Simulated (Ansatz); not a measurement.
Reactions of C3H6FNSi (`C#CN(C)[SiH2]F`).

Gas-phase electronic energies from Ansatz, PBE0-D4/def2-TZVP geometries. CBS: MP2 limit from def2 TZ/QZ plus the TZ coupled-cluster correction, frozen cores. This one scheme is used for every species, atoms too. Double bonds are as drawn, so ΔE can hold a change between cis and trans. Functionals use def2-TZVPP. No spin–orbit coupling; open shells (•) take unrestricted orbitals. Spin–orbit coupling would lower the free atoms: a little for C, F, Si. Each species was taken in one conformer, which may not be the lowest.

| reaction | HF/CBS(def2) (kJ/mol) | ωB97X-V (kJ/mol) |
| --- | --- | --- |
| `C#CN(C)[SiH2]F` + `N[Si](F)(Cl)Cl` → `F[SiH2]N[Si](F)(Cl)Cl` + `C#CNC` | -6 | -2 |
| `C#CN(C)[SiH2]F` → `C=N/C([SiH3])=C\F` | 216 | 190 |
| `C#CN(C)[SiH2]F` → `C#CNC` + `F[SiH]` | 266 | 280 |
| `C#CN(C)[SiH2]F` → 3 C• + F• + 6 H• + N• + Si• | 3466 | 4806 |
| `C#CN(C)[SiH2]F` → `C=N/C(F)=C/[SiH3]` | 178 | 156 |
| `C#CN(C)[SiH2]F` → `C[Si](C)(F)C#N` | -242 | -245 |
| `C#CN(C)[SiH2]F` + `[SiH3]P` → `F[SiH2]P[SiH3]` + `C#CNC` | 57 | 44 |
| `C#CN(C)[SiH2]F` + `BN` → `BN[SiH2]F` + `C#CNC` | 4 | 12 |
| `C#CN(C)[SiH2]F` + `CO[SiH2]S` → `CO[SiH2]S[SiH2]F` + `C#CNC` | 8 | -3 |
| `C#CN(C)[SiH2]F` + `N[SiH3]` → `F[SiH2]N[SiH3]` + `C#CNC` | -16 | -11 |

**Question.** Give the CCSD(T)/CBS values in the same order. (Estimate.)

**Answer.** The calculation gave: -1, 206, 277, 4796, 172, -246, 47, 14, 0, -10 kJ/mol.

Largest T1 diagnostic: 0.015, for `F[SiH]`.
